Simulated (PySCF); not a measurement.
Computed properties of CH₁₂Si₅, SMILES [SiH3][Si]1([SiH2]C[SiH2]1)[SiH3]

CH12Si5, SMILES [SiH3][Si]1([SiH3])[SiH2]C[SiH2]1. Geometry optimised at B3LYP-D3(BJ)/def2-SVP. The structure was generated by enumeration, and PubChem lists no compound with its InChIKey, so it may never have been made. Other conformers were not sampled. All values are computed for the isolated molecule unless a solvent is named; none is compared with measurement here.

**Structure.** The optimised structure has Cs symmetry. All 48 harmonic modes at B3LYP-D3(BJ)/def2-SVP (PySCF) are real, so it is a minimum. With heavy atoms numbered as in [SiH3:1][Si:2]1([SiH3:3])[SiH2:4][CH2:5][SiH2:6]1, the shortest bond between them is C5–Si6 at 1.915 Å and the longest Si2–Si6 at 2.370 Å.

**Vibrations.** The strongest infrared lines (harmonic, unscaled, degenerate partners summed) lie at 831 cm⁻¹ (566 km/mol, H 73 %, Si 15 %, C 12 %), 866 cm⁻¹ (496 km/mol, H 91 %, Si 9 %), 2196 cm⁻¹ (213 km/mol, H 98 %). The softest mode is at 54 cm⁻¹ and the zero-point energy is 70.5 kcal/mol.

**Electronic structure.** M06-2X/def2-TZVP (PySCF) places the frontier levels at -8.11 and 0.11 eV, a gap of 8.22 eV, and gives a dipole moment of 0.51 D. PBE/def2-TZVP (PySCF) at the same geometry gives -6.27 and -1.47 eV, so its gap is 3.42 eV narrower. An orbital gap is neither the optical nor the fundamental gap.

**Excitations.** TDA-PBE0/def2-SVPD (PySCF) has S1 at 5.43 eV (228 nm, f = 0.000, dark); the most intense of the 6 singlets computed lies at 5.86 eV (f = 0.05). T1 (TDA) is at 4.87 eV, 0.56 eV under S1. TDA-PBE/def2-SVPD (PySCF) puts S1 at 5.07 eV. No vertical singlet excitation falls in the visible range (under 3.1 eV).

**NMR.** GIAO shifts at PBE0/pcSseg-1 (PySCF) (non-relativistic, atoms alike by connectivity averaged): ¹³C at -3.8 ppm against TMS; ¹H from 0.9 to 5.0 ppm against TMS; ²⁹Si from -126.7 to -48.0 ppm against TMS.

**Solvation.** SMD-PBE0/def2-SVP (PySCF) gives 5.1 kcal/mol in water, 0.1 kcal/mol in cyclohexanone, -0.5 kcal/mol in acetonitrile (1 M in both phases, gas-phase geometry); of these solvents acetonitrile holds the molecule best.
